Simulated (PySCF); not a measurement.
Si(F)2(H)(NHMe) (CH5F2NSi), SMILES F[SiH](F)NC. Geometry: PBE-D3(BJ)/def2-SVP. The structure was generated by enumeration, and PubChem lists no compound with its InChIKey, so it may never have been made. Other conformers were not sampled.

Computed equilibrium geometry at PBE-D3(BJ)/def2-SVP (PySCF confirms it by a frequency run) as a Z-matrix (one conformer of several):
```
N
H 1 1.0230
C 1 1.4537 2 114.86
H 3 1.1094 1 109.77 2 -175.57
H 3 1.1118 4 106.80 1 -121.34
H 3 1.1139 4 106.98 5 -115.21
Si 1 1.7080 2 118.76 3 170.22
F 7 1.6298 1 108.45 2 40.15
F 7 1.6344 8 103.64 1 122.37
H 7 1.4879 8 112.12 9 115.83
```
